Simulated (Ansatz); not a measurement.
Relaxation of the cluster NbB₇ with RKS PBE-D4/def2-SVP.

```sh
$ ansatz run in.yaml --threads 2 --pin off --events-out ev --progress --plain --max-ram 31744MiB --backend cpu
```

```yaml
crystal:
  periodic: [false, false, false]
  atoms:
    - {symbol: Nb, position_ang: [2.202440, -3.319750, 0.101070]}
    - {symbol: B, position_ang: [0.595260, -0.114210, -0.016580]}
    - {symbol: B, position_ang: [-1.215860, 0.305760, 0.001130]}
    - {symbol: B, position_ang: [0.721330, -1.744270, 0.040660]}
    - {symbol: B, position_ang: [-1.536430, 1.826540, -0.017030]}
    - {symbol: B, position_ang: [-0.693090, -1.162290, 0.025850]}
    - {symbol: B, position_ang: [0.329210, 1.430660, -0.057480]}
    - {symbol: B, position_ang: [-0.402860, 2.777560, -0.077630]}
basis:
  gaussian: {orbitals: def2-SVP}
hamiltonian: {xc: pbe, dispersion: d4}
scf: {lower_state_search: "off"}
output: {orbitals: {seedname: orbitals}}
relax: {f_tol: 0.02, max_steps: 100}
```

Hardware: 2 threads of AMD EPYC 7R13 on a shared host. Wall time 1.7 min.

Positions (Å) and forces (eV/Å) at steps 1, 2, 3, 4, 5, 6, 7, 8, 9, 10, 11, 12, 13, 14, 15, 16, 17, 18, 19, 20, 21, 22, 23, 24, 25, 26, 27, 28, 29, 30, 31, 32, 33, 34, 35 of 38:

```xyz
8
step=1 energy=-6262.2790 eV
Nb    2.202   -3.320    0.101   -1.014    1.221   -0.045
B     0.595   -0.114   -0.017    0.473   -0.933    0.041
B    -1.216    0.306    0.001   -0.065    0.239   -0.013
B     0.721   -1.744    0.041    1.833   -1.725    0.033
B    -1.536    1.827   -0.017   -0.856   -0.363    0.038
B    -0.693   -1.162    0.026   -0.763   -1.502    0.048
B     0.329    1.431   -0.057   -0.531    0.350    0.006
B    -0.403    2.778   -0.078    0.922    2.713   -0.108
8
step=2 energy=-6262.6604 eV
Nb    2.176   -3.197    0.096    0.182    0.006    0.029
B     0.583   -0.161   -0.012    0.218   -0.090    0.029
B    -1.215    0.286    0.002   -0.021    0.191    0.015
B     0.729   -1.799    0.036    0.377   -0.257   -0.070
B    -1.511    1.840   -0.024    0.005   -0.505    0.016
B    -0.711   -1.228    0.034   -0.718   -0.499    0.024
B     0.315    1.425   -0.053   -0.475   -0.147    0.014
B    -0.365    2.834   -0.079    0.432    1.299   -0.057
8
step=3 energy=-6262.7645 eV
Nb    2.233   -3.142    0.106    0.167    0.092    0.055
B     0.550   -0.191   -0.010    0.100    0.148    0.025
B    -1.231    0.279    0.008    0.117    0.078    0.047
B     0.711   -1.833    0.014   -0.226   -0.132   -0.100
B    -1.474    1.853   -0.022    0.364   -0.050   -0.002
B    -0.761   -1.270    0.036   -0.128    0.012   -0.015
B     0.293    1.417   -0.048   -0.330   -0.202   -0.002
B    -0.320    2.888   -0.085   -0.065    0.053   -0.007
8
step=4 energy=-6262.8546 eV
Nb    2.303   -3.000    0.164    0.101    0.342    0.093
B     0.525   -0.222   -0.014    0.137   -0.634   -0.006
B    -1.236    0.276    0.054    0.087    0.075   -0.055
B     0.641   -1.900   -0.061   -0.586    0.113   -0.154
B    -1.418    1.862    0.001    0.024    0.102    0.075
B    -0.828   -1.295    0.008    0.323    0.276    0.031
B     0.277    1.381   -0.064    0.004    0.072    0.038
B    -0.263    2.898   -0.088   -0.091   -0.345   -0.021
8
step=5 energy=-6262.9917 eV
Nb    2.358   -2.825    0.229   -0.513    0.840   -0.036
B     0.510   -0.262   -0.025    0.312   -1.310   -0.020
B    -1.236    0.276    0.093    0.066    0.071   -0.111
B     0.556   -1.967   -0.151   -0.342    0.104    0.039
B    -1.370    1.867    0.030   -0.325    0.079    0.131
B    -0.887   -1.305   -0.010    0.562    0.228   -0.005
B     0.277    1.337   -0.071    0.178    0.338    0.020
B    -0.208    2.879   -0.095    0.063   -0.351   -0.018
8
step=6 energy=-6263.2341 eV
Nb    2.366   -2.633    0.266   -0.886    1.138   -0.135
B     0.512   -0.314   -0.032    0.585   -1.453    0.045
B    -1.227    0.273    0.107    0.020    0.052   -0.102
B     0.483   -2.022   -0.201   -0.154    0.042    0.111
B    -1.339    1.866    0.055   -0.342   -0.021    0.143
B    -0.923   -1.311   -0.023    0.446    0.137   -0.034
B     0.292    1.295   -0.072    0.133    0.424   -0.013
B    -0.163    2.847   -0.099    0.198   -0.319   -0.014
8
step=7 energy=-6263.5727 eV
Nb    2.343   -2.441    0.283   -1.058    1.283   -0.174
B     0.527   -0.370   -0.029    0.802   -1.268    0.119
B    -1.215    0.265    0.112   -0.027    0.034   -0.083
B     0.422   -2.069   -0.231   -0.047   -0.113    0.074
B    -1.313    1.856    0.075   -0.207    0.021    0.134
B    -0.949   -1.317   -0.036    0.260    0.069   -0.034
B     0.308    1.257   -0.072    0.058    0.416   -0.032
B    -0.123    2.818   -0.103    0.219   -0.442   -0.005
8
step=8 energy=-6263.9470 eV
Nb    2.303   -2.253    0.293   -1.064    1.234   -0.164
B     0.551   -0.424   -0.018    0.836   -1.007    0.162
B    -1.203    0.257    0.116   -0.068    0.042   -0.059
B     0.373   -2.110   -0.254    0.029   -0.230    0.006
B    -1.289    1.844    0.092   -0.086    0.078    0.133
B    -0.968   -1.324   -0.048    0.142    0.017   -0.024
B     0.321    1.223   -0.073   -0.007    0.426   -0.051
B    -0.087    2.788   -0.108    0.219   -0.560   -0.004
8
step=9 energy=-6264.3937 eV
Nb    2.232   -2.070    0.296   -0.587    1.215   -0.047
B     0.605   -0.484    0.006    0.669   -0.240    0.114
B    -1.193    0.251    0.115   -0.172    0.348    0.075
B     0.332   -2.152   -0.282   -0.396   -0.838   -0.164
B    -1.277    1.835    0.111    0.006   -0.129    0.038
B    -0.972   -1.326   -0.052    0.200   -0.082   -0.085
B     0.330    1.199   -0.078    0.053    0.001    0.081
B    -0.058    2.746   -0.117    0.228   -0.277   -0.013
8
step=10 energy=-6264.6265 eV
Nb    2.177   -1.885    0.297   -0.022   -0.038   -0.023
B     0.665   -0.529    0.015   -0.442    0.948   -0.110
B    -1.191    0.262    0.124   -0.237   -0.480    0.003
B     0.274   -2.242   -0.303    0.207   -0.185    0.079
B    -1.267    1.830    0.113    0.114    0.104    0.020
B    -0.967   -1.329   -0.062   -0.029    0.099   -0.003
B     0.338    1.178   -0.065    0.251   -0.360    0.012
B    -0.028    2.716   -0.118    0.158   -0.089    0.022
8
step=11 energy=-6264.6124 eV rejected
Nb    2.173   -1.745    0.291    0.058    0.086   -0.014
B     0.588   -0.466   -0.039    0.093   -1.870    0.016
B    -1.240    0.223    0.097    0.020    0.736   -0.036
B     0.284   -2.249   -0.238   -0.197    0.339    0.047
B    -1.220    1.820    0.143    0.056   -0.216   -0.028
B    -1.001   -1.352   -0.091    0.263   -0.391   -0.008
B     0.349    1.116   -0.083   -0.010    0.972   -0.039
B     0.068    2.653   -0.080   -0.283    0.344    0.062
8
step=12 energy=-6264.6803 eV
Nb    2.180   -1.818    0.288    0.004    0.117   -0.013
B     0.611   -0.505   -0.021   -0.078   -0.128   -0.024
B    -1.217    0.243    0.102    0.022   -0.018   -0.053
B     0.282   -2.254   -0.256   -0.035    0.059    0.037
B    -1.240    1.827    0.121    0.055   -0.066    0.001
B    -0.984   -1.350   -0.074    0.004    0.053    0.016
B     0.352    1.157   -0.074    0.017    0.041    0.005
B     0.017    2.700   -0.086    0.010   -0.058    0.031
8
step=13 energy=-6264.6911 eV
Nb    2.192   -1.773    0.261   -0.040    0.070   -0.040
B     0.590   -0.507   -0.039   -0.043   -0.332   -0.032
B    -1.227    0.239    0.069    0.038    0.025   -0.022
B     0.276   -2.261   -0.210    0.042    0.153    0.068
B    -1.230    1.822    0.100    0.012    0.021   -0.017
B    -0.997   -1.356   -0.067   -0.023   -0.041   -0.011
B     0.357    1.147   -0.071    0.049    0.096    0.038
B     0.040    2.690   -0.043   -0.036    0.009    0.015
8
step=14 energy=-6264.7055 eV
Nb    2.230   -1.680    0.161   -0.443    0.029   -0.077
B     0.536   -0.526   -0.075    0.041   -0.558    0.016
B    -1.249    0.233   -0.016    0.095    0.020   -0.048
B     0.265   -2.273   -0.063    0.271    0.456    0.010
B    -1.213    1.818    0.019    0.252    0.244    0.004
B    -1.032   -1.373   -0.059    0.036   -0.112    0.045
B     0.372    1.127   -0.038    0.100    0.122    0.100
B     0.091    2.674    0.072   -0.352   -0.200   -0.051
8
step=15 energy=-6264.7221 eV
Nb    2.229   -1.532    0.083   -0.601   -0.073   -0.020
B     0.449   -0.563   -0.107   -0.262    0.254   -0.153
B    -1.251    0.216   -0.075    0.078   -0.017    0.330
B     0.265   -2.235   -0.074    0.469   -0.101    0.231
B    -1.151    1.806   -0.171    0.096   -0.178   -0.065
B    -1.092   -1.408    0.089    0.244    0.232   -0.313
B     0.437    1.089    0.077   -0.053    0.010   -0.021
B     0.114    2.628    0.178    0.029   -0.128    0.012
8
step=16 energy=-6264.7579 eV
Nb    2.210   -1.496    0.079   -0.178    0.044    0.075
B     0.423   -0.565   -0.143   -0.242    0.228   -0.150
B    -1.253    0.217   -0.038    0.026   -0.139   -0.092
B     0.282   -2.234   -0.019    0.036   -0.110   -0.023
B    -1.142    1.803   -0.174    0.186   -0.098    0.112
B    -1.100   -1.419    0.036    0.257    0.270    0.098
B     0.449    1.081    0.069   -0.002   -0.151    0.020
B     0.130    2.615    0.191   -0.083   -0.044   -0.039
8
step=17 energy=-6264.8097 eV
Nb    2.176   -1.405    0.100   -0.049    0.194    0.124
B     0.363   -0.570   -0.227    0.026    0.206   -0.361
B    -1.252    0.207   -0.037   -0.155   -0.121   -0.073
B     0.294   -2.225   -0.008   -0.139   -0.196    0.013
B    -1.109    1.786   -0.197    0.184    0.063    0.131
B    -1.106   -1.425    0.070    0.144    0.129    0.148
B     0.479    1.053    0.069    0.123   -0.290    0.062
B     0.156    2.580    0.230   -0.134    0.015   -0.045
8
step=18 energy=-6264.9236 eV
Nb    2.134   -1.274    0.137   -0.337    0.334    0.123
B     0.297   -0.583   -0.350    0.212    0.045   -0.577
B    -1.264    0.196   -0.043   -0.238   -0.064   -0.050
B     0.307   -2.217    0.018   -0.124   -0.056    0.084
B    -1.072    1.775   -0.209    0.193    0.021    0.224
B    -1.118   -1.437    0.113    0.254    0.233    0.153
B     0.518    1.008    0.047    0.224   -0.414    0.172
B     0.197    2.531    0.288   -0.184   -0.099   -0.130
8
step=19 energy=-6265.1693 eV
Nb    2.064   -1.099    0.188   -0.682    0.423    0.066
B     0.223   -0.603   -0.506    0.476   -0.207   -0.635
B    -1.278    0.184   -0.052   -0.403   -0.071   -0.051
B     0.323   -2.194    0.063   -0.093    0.116    0.045
B    -1.037    1.754   -0.192    0.331    0.143    0.321
B    -1.121   -1.435    0.143    0.357    0.186    0.232
B     0.569    0.940    0.022    0.279   -0.556    0.210
B     0.257    2.455    0.334   -0.264   -0.034   -0.187
8
step=20 energy=-6265.3707 eV
Nb    1.972   -0.941    0.256   -0.441   -0.078    0.017
B     0.172   -0.632   -0.648    0.458   -0.142   -0.315
B    -1.289    0.172   -0.042   -0.343   -0.033   -0.174
B     0.337   -2.175    0.076   -0.032    0.111    0.021
B    -1.006    1.738   -0.158    0.212   -0.060    0.350
B    -1.106   -1.431    0.172    0.382    0.210    0.195
B     0.609    0.875   -0.001   -0.207   -0.069    0.042
B     0.311    2.394    0.346   -0.029    0.062   -0.136
8
step=21 energy=-6265.4264 eV
Nb    1.891   -0.914    0.377    0.030    0.251    0.000
B     0.218   -0.656   -0.774    0.095   -0.292    0.095
B    -1.308    0.171   -0.037    0.041    0.106   -0.058
B     0.337   -2.171    0.070    0.327   -0.427   -0.227
B    -1.035    1.750    0.035    0.234   -0.506   -0.122
B    -1.031   -1.402    0.140   -0.633    0.225    0.204
B     0.573    0.837   -0.071   -0.346    0.762   -0.024
B     0.356    2.385    0.260    0.252   -0.119    0.132
8
step=22 energy=-6265.4267 eV
Nb    1.846   -0.858    0.409    0.057   -0.007   -0.015
B     0.208   -0.680   -0.808   -0.044    0.270    0.469
B    -1.311    0.170   -0.048    0.030   -0.347   -0.010
B     0.361   -2.195    0.037   -0.598    0.382    0.064
B    -1.010    1.720    0.034    0.395    0.506    0.001
B    -1.043   -1.389    0.188    0.625   -0.444   -0.206
B     0.558    0.869   -0.087   -0.163   -1.166   -0.631
B     0.391    2.364    0.275   -0.303    0.807    0.328
8
step=23 energy=-6265.4839 eV
Nb    1.864   -0.870    0.390    0.013    0.032    0.058
B     0.203   -0.673   -0.773   -0.057    0.081    0.066
B    -1.303    0.161   -0.049    0.063    0.088   -0.026
B     0.346   -2.189    0.047   -0.041    0.043    0.027
B    -0.999    1.731    0.008   -0.015   -0.055    0.032
B    -1.045   -1.409    0.181    0.120   -0.028   -0.045
B     0.556    0.865   -0.114   -0.157   -0.152   -0.171
B     0.377    2.383    0.310    0.074   -0.010    0.060
8
step=24 energy=-6265.4996 eV
Nb    1.848   -0.846    0.414   -0.077    0.050    0.038
B     0.203   -0.680   -0.789    0.022   -0.033    0.053
B    -1.303    0.162   -0.053    0.084    0.035    0.001
B     0.348   -2.183    0.053    0.124   -0.026   -0.031
B    -0.995    1.729    0.038    0.007    0.007    0.015
B    -1.035   -1.407    0.175   -0.087    0.036    0.014
B     0.540    0.858   -0.161   -0.145    0.081   -0.129
B     0.395    2.367    0.322    0.071   -0.152    0.039
8
step=25 energy=-6265.5843 eV
Nb    1.765   -0.750    0.512   -0.379    0.303    0.044
B     0.200   -0.712   -0.844    0.114   -0.104    0.008
B    -1.295    0.163   -0.053    0.168    0.015    0.072
B     0.368   -2.175    0.055    0.334   -0.021   -0.166
B    -0.974    1.730    0.129    0.106   -0.079   -0.031
B    -1.004   -1.405    0.171   -0.342    0.117    0.154
B     0.480    0.848   -0.347   -0.127    0.639    0.122
B     0.460    2.300    0.378    0.127   -0.869   -0.203
8
step=26 energy=-6265.7813 eV
Nb    1.653   -0.626    0.613   -0.814    0.576    0.083
B     0.195   -0.737   -0.903    0.088    0.020    0.087
B    -1.287    0.158   -0.043    0.224    0.059    0.154
B     0.396   -2.158    0.048    0.564    0.096   -0.344
B    -0.941    1.722    0.211    0.342   -0.231   -0.078
B    -0.975   -1.406    0.172   -0.393    0.186    0.262
B     0.416    0.845   -0.519   -0.069    0.762    0.354
B     0.543    2.202    0.421    0.058   -1.468   -0.518
8
step=27 energy=-6266.2247 eV
Nb    1.519   -0.510    0.694   -0.966    0.886    0.486
B     0.181   -0.741   -0.943   -0.083    0.046   -0.001
B    -1.278    0.149   -0.013    0.295    0.080    0.219
B     0.435   -2.134    0.014    0.381    0.229   -0.550
B    -0.898    1.708    0.249    0.202   -0.309    0.061
B    -0.950   -1.411    0.187   -0.043    0.173    0.285
B     0.377    0.847   -0.618   -0.067    0.282   -0.115
B     0.613    2.091    0.431    0.281   -1.387   -0.385
8
step=28 energy=-6266.8119 eV
Nb    1.381   -0.406    0.777   -1.194    1.211    0.574
B     0.169   -0.741   -0.978   -0.063   -0.045   -0.084
B    -1.263    0.142    0.018    0.310    0.160    0.332
B     0.473   -2.106   -0.030    0.246    0.379   -0.667
B    -0.856    1.692    0.284    0.131   -0.462    0.176
B    -0.918   -1.411    0.205    0.062    0.059    0.306
B     0.338    0.844   -0.706    0.097    0.042   -0.324
B     0.678    1.985    0.430    0.410   -1.343   -0.313
8
step=29 energy=-6267.3962 eV
Nb    1.245   -0.288    0.855   -1.020    0.415    0.418
B     0.153   -0.738   -1.006    0.176   -0.205   -0.199
B    -1.244    0.137    0.052   -0.035    0.079    0.413
B     0.505   -2.068   -0.086    0.082    0.597   -0.303
B    -0.823    1.667    0.304    0.331   -0.417    0.241
B    -0.893   -1.407    0.236    0.145   -0.164    0.141
B     0.324    0.835   -0.780    0.029    0.109   -0.488
B     0.734    1.863    0.424    0.293   -0.414   -0.223
8
step=30 energy=-6267.6744 eV
Nb    1.082   -0.224    0.941   -0.048   -0.058    0.049
B     0.164   -0.742   -1.042    0.240    0.225   -0.206
B    -1.233    0.121    0.107   -0.417   -0.158    0.416
B     0.535   -2.026   -0.122    0.108    0.254    0.231
B    -0.768    1.623    0.364    0.387   -0.329   -0.021
B    -0.878   -1.426    0.232   -0.285    0.029   -0.192
B     0.305    0.840   -0.850    0.071    0.011   -0.094
B     0.795    1.834    0.369   -0.056    0.026   -0.182
8
step=31 energy=-6267.7617 eV
Nb    1.024   -0.175    0.977    0.230   -0.084   -0.113
B     0.199   -0.732   -1.056    0.184    0.177   -0.049
B    -1.261    0.095    0.159   -0.420    0.053    0.348
B     0.551   -1.977   -0.080   -0.346   -0.063    0.169
B    -0.711    1.561    0.435    0.168   -0.166   -0.277
B    -0.928   -1.452    0.151    0.203   -0.143   -0.128
B     0.284    0.846   -0.890    0.202    0.158    0.071
B     0.841    1.835    0.304   -0.222    0.067   -0.021
8
step=32 energy=-6267.7992 eV
Nb    1.017   -0.137    0.962    0.239   -0.429    0.297
B     0.275   -0.695   -1.059   -0.120   -0.568   -0.064
B    -1.336    0.054    0.340   -0.122   -0.034   -0.140
B     0.507   -1.962   -0.062    0.128   -0.100   -0.148
B    -0.690    1.495    0.378   -0.197    0.268    0.355
B    -0.970   -1.469    0.074    0.044    0.378    0.141
B     0.352    0.870   -0.907    0.233   -0.001   -0.665
B     0.844    1.844    0.273   -0.204    0.486    0.224
8
step=33 energy=-6267.8340 eV
Nb    1.039   -0.154    0.948   -0.137   -0.204    0.114
B     0.281   -0.732   -1.075   -0.022    0.323    0.025
B    -1.350    0.072    0.327   -0.010    0.018    0.003
B     0.512   -1.983   -0.067   -0.194    0.133   -0.082
B    -0.706    1.515    0.394   -0.187   -0.071    0.025
B    -0.965   -1.446    0.100    0.395    0.079    0.031
B     0.372    0.868   -0.935    0.100   -0.187    0.325
B     0.817    1.861    0.308    0.055   -0.089   -0.440
8
step=34 energy=-6267.6128 eV rejected
Nb    0.955   -0.217    1.036    0.025    0.562   -1.665
B     0.342   -0.714   -1.113   -0.095   -0.376    0.146
B    -1.407    0.076    0.460    0.149   -0.136   -0.081
B     0.492   -1.997   -0.177    0.357    0.074    0.954
B    -0.730    1.502    0.385    0.087    0.002   -0.069
B    -0.907   -1.387    0.143   -0.626   -0.070   -0.259
B     0.479    0.842   -0.932   -0.061    0.132   -0.297
B     0.775    1.895    0.198    0.163   -0.188    1.269
8
step=35 energy=-6267.8525 eV
Nb    1.027   -0.173    0.957   -0.017    0.028    0.007
B     0.277   -0.723   -1.077   -0.028   -0.047   -0.015
B    -1.353    0.076    0.327   -0.111    0.031    0.049
B     0.510   -1.983   -0.084    0.087    0.015    0.020
B    -0.718    1.517    0.393    0.074    0.059   -0.007
B    -0.941   -1.429    0.117   -0.016   -0.086   -0.041
B     0.387    0.856   -0.920    0.011    0.070   -0.020
B     0.810    1.858    0.289    0.000   -0.071    0.007
```

In the def2 sets Nb takes a core potential; there is no spin–orbit coupling. The structure comes from a short search, and lower isomers may exist.
